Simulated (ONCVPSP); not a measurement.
# Ga: ONCV pseudisation with LDA (Perdew-Zunger), scalar-relativistic reference atom.

ONCVPSP 4.0.1 was run on this input:

```
# ATOM AND REFERENCE CONFIGURATION
# atsym  z   nc   nv     iexc    psfile
  Ga 31.00    5    3        3      upf
#
#   n    l    f
    1    0    2.00
    2    0    2.00
    2    1    6.00
    3    0    2.00
    3    1    6.00
    3    2   10.00
    4    0    2.00
    4    1    0.50
#
# PSEUDOPOTENTIAL AND OPTIMIZATION
# lmax
    2
#
#   l,   rc,      ep,       ncon, nbas, qcut
    0    1.70    0.00    5    9    4.50
    1    1.95    0.00    5    8    4.30
    2    1.35    0.00    5   10   11.60
#
# LOCAL POTENTIAL
# lloc, lpopt,  rc(5),   dvloc0
    4    1    0.95    0.00
#
# VANDERBILT-KLEINMAN-BYLANDER PROJECTORs
# l, nproj, debl
    0    2    2.30
    1    2    3.50
    2    2    3.20
#
# MODEL CORE CHARGE
# icmod, fcfact, rcfact
    3    3.00    1.45
#
# LOG DERIVATIVE ANALYSIS
# epsh1, epsh2, depsh
   -2.00    5.00    0.02
#
# OUTPUT GRID
# rlmax, drl
    6.00    0.01
#
# TEST CONFIGURATIONS
# ncnf
    4
# nvcnf
#   n    l    f
    3
    3    2   10.00
    4    0    2.00
    4    1    1.00
#
    3
    3    2   10.00
    4    0    2.00
    4    1    0.00
#
    3
    3    2   10.00
    4    0    1.00
    4    1    0.00
#
    3
    3    2   10.00
    4    0    0.00
    4    1    0.00
#
```

Command:

```bash
oncvpsp.x < Ga.dat > Ga.out
```

Output (shortened: citation, most of the input echo, consistency checks and plot data are left out):

```
ONCVPSP  (Optimized Norm-Conservinng Vanderbilt PSeudopotential)
scalar-relativistic version 4.0.1

#   n    l    f        energy (Ha)
    1    0    2.00    -3.7537951E+02
    2    0    2.00    -4.6448903E+01
    2    1    6.00    -4.0501156E+01
    3    0    2.00    -5.5605830E+00
    3    1    6.00    -3.7681361E+00
    3    2   10.00    -8.5541291E-01
    4    0    2.00    -4.6680267E-01
    4    1    0.50    -2.1400126E-01

Reference configufation results
  iterations    28
  all-electron total energy (Ha)   -1.94104045D+03

Begin loop to  construct optimized pseudo wave functions
and semi-local pseudopoentials for all angular momenta

   Wellstate for l =  0  n =  6
     eigenvalue =   1.8332
     asymptotic potential =   2.3332
     half-point radius =  3.9043

Calculating optimized projector #   1

 for l=   0

    Fraction of norm inside rc  0.271378
    Optimizing pswf for qcut=   4.49 a_B^-1,  ecut=  10.09 Ha
    Residual kinetic energy error=  1.60D-04 Ha

    Energy error per electron        Cutoff
         Ha          eV             Ha
         0.01000     0.27211        5.14
         0.00100     0.02721        7.58
         0.00010     0.00272       24.16
         0.00001     0.00027       73.92

Calculating optimized projector #   2

 for l=   0

    Fraction of norm inside rc  0.101099
    Optimizing pswf for qcut=   4.49 a_B^-1,  ecut=  10.09 Ha
    Residual kinetic energy error=  4.52D-03 Ha

    Energy error per electron        Cutoff
         Ha          eV             Ha
         0.01000     0.27211        7.02
         0.00100     0.02721       55.08
         0.00010     0.00272       97.33
         0.00001     0.00027      108.29

   Wellstate for l =  1  n =  6
     eigenvalue =   3.2860
     asymptotic potential =   3.7860
     half-point radius =  3.2673

Calculating optimized projector #   1

 for l=   1

    Fraction of norm inside rc  0.187349
    Optimizing pswf for qcut=   4.30 a_B^-1,  ecut=   9.24 Ha
    Residual kinetic energy error=  6.35D-05 Ha

    Energy error per electron        Cutoff
         Ha          eV             Ha
         0.01000     0.27211        1.55
         0.00100     0.02721        5.59
         0.00010     0.00272        8.77
         0.00001     0.00027       39.08

Calculating optimized projector #   2

 for l=   1

    Fraction of norm inside rc  0.129343
    Optimizing pswf for qcut=   4.30 a_B^-1,  ecut=   9.24 Ha
    Residual kinetic energy error=  1.41D-02 Ha

    Energy error per electron        Cutoff
         Ha          eV             Ha
         0.01000     0.27211       10.07
         0.00100     0.02721       56.50
         0.00010     0.00272       67.69
         0.00001     0.00027       74.79

   Wellstate for l =  2  n =  5
     eigenvalue =   2.3446
     asymptotic potential =   2.8446
     half-point radius =  2.9602

Calculating optimized projector #   1

 for l=   2

    Fraction of norm inside rc  0.887571
    Optimizing pswf for qcut=  11.59 a_B^-1,  ecut=  67.19 Ha
    Residual kinetic energy error=  6.38D-05 Ha

    Energy error per electron        Cutoff
         Ha          eV             Ha
         0.01000     0.27211       51.20
         0.00100     0.02721       58.89
         0.00010     0.00272       65.53
         0.00001     0.00027      186.21

Calculating optimized projector #   2

 for l=   2

    Fraction of norm inside rc  0.095268
    Optimizing pswf for qcut=  11.59 a_B^-1,  ecut=  67.19 Ha
    Residual kinetic energy error=  1.42D-04 Ha

    Energy error per electron        Cutoff
         Ha          eV             Ha
         0.01000     0.27211       50.11
         0.00100     0.02721       59.90
         0.00010     0.00272       70.64
         0.00001     0.00027      224.54

Construct Vanderbilt / Kleinmman-Bylander projectors

B matrix Hermiticity error, ll=   0
   1   2   -1.1872E-04

  Orthonormal projector coefficients  1.1274E+01  2.1985E+00

B matrix Hermiticity error, ll=   1
   1   2   -1.4175E-04

  Orthonormal projector coefficients  6.7329E+00  1.0047E+00

B matrix Hermiticity error, ll=   2
   1   2   -3.7444E-04

  Orthonormal projector coefficients -1.2603E+01 -3.8856E+00

Model core correction analysis
  based on d2Exc/dn_idn_j

d2excae - all-electron derivatives

   -2.978023D-02   -6.664507D-03   -3.353447D-03
   -6.663687D-03   -3.234046D-02   -2.780426D-02
   -3.353231D-03   -2.779266D-02   -3.366222D-02

d2excps - pseudofunction derivatives with no core correction

   -4.774355D-02   -7.501698D-03   -3.577879D-03
   -7.500930D-03   -3.343571D-02   -2.835721D-02
   -3.577381D-03   -2.834549D-02   -3.393368D-02

rms 2nd derivative error    6.019118E-03

rmatch, rhocmatch    0.5745   43.3965

Teter function model core charge with specified parameters

d2excps - pseudofunction derivatives with core correction

   -3.713082D-02   -7.312736D-03   -3.504634D-03
   -7.311603D-03   -3.341906D-02   -2.835080D-02
   -3.504128D-03   -2.833917D-02   -3.393119D-02

rms 2nd derivative error    2.511083E-03

Pseudoatom total energy  -73.951638

Diagnostic tests using Vanderbilt-Kleinman-Bylander pseudopotentials
  1 or more projectors used as specified by nproj input data

   l    rcore       rmatch      e in        delta e   norm test  slope test

   0   1.7064872   1.7582998  -0.4668027  -0.0000014   1.0000142   0.9999952
   0   1.7064872   1.7582998   1.8331973   0.0000040   1.0000978   1.0000978

   1   1.9581979   2.0176530  -0.2140013   0.0000008   1.0000144   1.0000090
   1   1.9581979   2.0176530   3.2859987   0.0000321   1.0002919   1.0002919

   2   1.3513933   1.3924246  -0.8554129  -0.0000047   1.0001645   1.0001809
   2   1.3513933   1.3924246   2.3445871   0.0000757   1.0001955   1.0001955

 Testing for bound ghosts
   n   l    E NL Schr. Eq   E Basis Diag.   E Cutoff

   1   0       -0.466804       -0.456748    119.01

   2   1       -0.214000       -0.194848     78.31

   3   2       -0.855418       -0.854956    303.88

 Testing for highly-localized positive-energy ghosts
       l    <radius>/rc     E Basis Diag.   E Cutoff

       0        0.243911        0.837256    119.01  WARNING - GHOST(+)

       1        0.671790        5.326264     78.31  WARNING - GHOST(+)

Test configuration 0

   n   l     f        eae           eps        diff
   1   0  2.0000 -375.37951405
   2   0  2.0000  -46.44890294
   2   1  6.0000  -40.50115566
   3   0  2.0000   -5.56058300
   3   1  6.0000   -3.76813609
   3   2 10.0000   -0.85541291   -0.85541763   -4.72D-06
   4   0  2.0000   -0.46680267   -0.46680410   -1.44D-06
   4   1  0.5000   -0.21400126   -0.21400049    7.74D-07

    Total energies and differences
      AE_ref= -1.94104045D+03  AE_tst= -1.94104045D+03  dif=  0.00D+00
      PS_ref= -7.39516383D+01  PS_tst= -7.39516383D+01  dif=  1.51D-12
      PSP excitation error= -1.51D-12

Test configuration 1

   n   l     f        eae           eps        diff
   1   0  2.0000 -375.23610779
   2   0  2.0000  -46.30652812
   2   1  6.0000  -40.35863702
   3   0  2.0000   -5.41792660
   3   1  6.0000   -3.62543321
   3   2 10.0000   -0.71296863   -0.71343314   -4.65D-04
   4   0  2.0000   -0.33715579   -0.33716757   -1.18D-05
   4   1  1.0000   -0.10062281   -0.10062263    1.82D-07

    Total energies and differences
      AE_ref= -1.94104045D+03  AE_tst= -1.94111837D+03  dif= -7.79D-02
      PS_ref= -7.39516383D+01  PS_tst= -7.40295701D+01  dif= -7.79D-02
      PSP excitation error=  9.27D-06

Test configuration 2

   n   l     f        eae           eps        diff
   1   0  2.0000 -375.54603291
   2   0  2.0000  -46.61347225
   2   1  6.0000  -40.66598189
   3   0  2.0000   -5.72554829
   3   1  6.0000   -3.93315536
   3   2 10.0000   -1.01987552   -1.01911354    7.62D-04
   4   0  2.0000   -0.61220096   -0.61219175    9.21D-06

    Total energies and differences
      AE_ref= -1.94104045D+03  AE_tst= -1.94090198D+03  dif=  1.38D-01
      PS_ref= -7.39516383D+01  PS_tst= -7.38131473D+01  dif=  1.38D-01
      PSP excitation error= -2.02D-05

Test configuration 3

   n   l     f        eae           eps        diff
   1   0  2.0000 -375.99705519
   2   0  2.0000  -47.05460604
   2   1  6.0000  -41.10797129
   3   0  2.0000   -6.17040259
   3   1  6.0000   -4.37790881
   3   2 10.0000   -1.46027975   -1.45665455    3.63D-03
   4   0  1.0000   -0.97301767   -0.97267455    3.43D-04

    Total energies and differences
      AE_ref= -1.94104045D+03  AE_tst= -1.94011176D+03  dif=  9.29D-01
      PS_ref= -7.39516383D+01  PS_tst= -7.30229889D+01  dif=  9.29D-01
      PSP excitation error=  3.59D-05

Test configuration 4

   n   l     f        eae           eps        diff
   1   0  2.0000 -376.49515085
   2   0  2.0000  -47.53877312
   2   1  6.0000  -41.59334352
   3   0  2.0000   -6.65884644
   3   1  6.0000   -4.86602822
   3   2 10.0000   -1.94197170   -1.93366732    8.30D-03

    Total energies and differences
      AE_ref= -1.94104045D+03  AE_tst= -1.93895048D+03  dif=  2.09D+00
      PS_ref= -7.39516383D+01  PS_tst= -7.18624344D+01  dif=  2.09D+00
      PSP excitation error=  7.67D-04
```

The run took about 3.7 s on one core of a shared server CPU.
